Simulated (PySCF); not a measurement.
**Which determinant of KSr lies lowest?**

Unrestricted PBE0; PySCF, scalar-relativistic core potentials, basis sets K def2-SVP, Sr def2-SVP with ECP28. Outer shells of the fragments: K 4s1; Sr 5s2.

Followed along the bond (rough minima from three points):

```
2Ms+1   unpaired  ⟨S²⟩ at the start  R at minimum (Å)  Te (eV)
    2        σ ↑               0.76              4.52     0.00
    2        π ↑               0.83              3.79     0.69
    2        δ ↑               0.82              3.99     1.43
    4  σ ↑↑, π ↑               3.75              4.17     1.51
```

Solutions found at the starting distance of 3.655 Å, counted from the lowest of them; the search is not exhaustive and high or unbound solutions are not listed, so other states can lie among these:

```json
{"2Ms+1": "2", "unpaired": "σ ↑", "term": "²Σ⁺", "E (eV)": "0.00", "⟨S²⟩": "0.76", "⟨Lz²⟩": "0.00", "μ (D)": "-1.21"}
{"2Ms+1": "2", "unpaired": "π ↑", "term": "²Π", "E (eV)": "0.47", "⟨S²⟩": "0.83", "⟨Lz²⟩": "1.04", "μ (D)": "-3.89"}
{"2Ms+1": "2", "unpaired": "δ ↑", "term": "²Δ", "E (eV)": "1.25", "⟨S²⟩": "0.82", "⟨Lz²⟩": "4.00", "μ (D)": "-4.18"}
{"2Ms+1": "4", "unpaired": "σ ↑↑, π ↑", "term": "⁴Π", "E (eV)": "1.38", "⟨S²⟩": "3.75", "⟨Lz²⟩": "1.02", "μ (D)": "-1.59"}
{"2Ms+1": "4", "unpaired": "σ ↑, π ↑↑", "term": "⁴Σ⁻", "E (eV)": "1.84", "⟨S²⟩": "3.75", "⟨Lz²⟩": "0.00", "μ (D)": "-1.38"}
{"2Ms+1": "2", "unpaired": "σ ↑↑, π ↓", "term": "mixed", "E (eV)": "1.85", "⟨S²⟩": "1.75", "⟨Lz²⟩": "1.03", "μ (D)": "-0.93"}
```

A term symbol is given only where ⟨S²⟩ and ⟨Lz²⟩ are close to those of a pure state; real π, δ and φ orbitals otherwise mix terms. A positive dipole means K(−)Sr(+).

Task: Compare the gap between the two lowest followed solutions at the starting distance with the gap between their minima.

Result: At PBE0 the second solution (doublet, unpaired electrons π ↑) lies +0.47 eV from the first (doublet, unpaired electrons σ ↑) at 3.655 Å and +0.69 eV at the minima; the two curves relax by different amounts, since their minima lie near 3.79 and 4.52 Å.

Spin–orbit coupling is left out. Counting both spins, an empty level lies below a filled one in some of these solutions, because spin and occupation are held.
